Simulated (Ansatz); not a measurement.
Calculated with Ansatz (gas phase, PBE0-D4/def2-TZVP geometries, no zero-point term in ΔE). CCSD(T)/CBS is the MP2 limit (def2-TZVPP, def2-QZVPP) plus CCSD(T) − MP2 in def2-TZVPP, frozen cores. This one scheme is used for every species. def2 core potentials past Kr. For Sn outer-core shells are correlated without core-valence functions, which leaves a few kJ/mol of doubt a bond. One conformer a species, not always the lowest.

`[F][SnH]([SH])[Cl]` → H–F + `[SH][Sn][Cl]`  (stannylene formation by 1,1-elimination)

```tsv
species	CCSD/def2-SVP energy (Eh)
`[F][SnH]([SH])[Cl]`	-1171.31478
H–F	-100.13731
`[SH][Sn][Cl]`	-1071.16719
```

Q: Work out ΔE.

A: ΔE = (-100.13731) + (-1071.16719) − (-1171.31478) = 0.01028 Eh = +0.28 eV. CCSD(T)/CBS gives +0.19 eV.

Largest T1 diagnostic among the species: 0.015.

The D4 term adds +0.05 eV with B3LYP and +0.03 eV with PBE0; it sums over pairs of atoms, weighted by their polarisabilities, and B3LYP, whose exchange is more repulsive, gets the larger term. From PBE to PBE0 (25 % exact exchange), in def2-TZVPP and without D4, ΔE moves by +0.12 eV. Leaving LDA and LC-ωPBE aside and taking each functional with its dispersion term where it has one, the values, not all of them listed here, spread over 0.53 eV, from BLYP-D4 to B97M-V. LDA lies +0.23 eV from PBE without D4.

B3LYP here is the variant with VWN-RPA as its local correlation; programs differ in this.
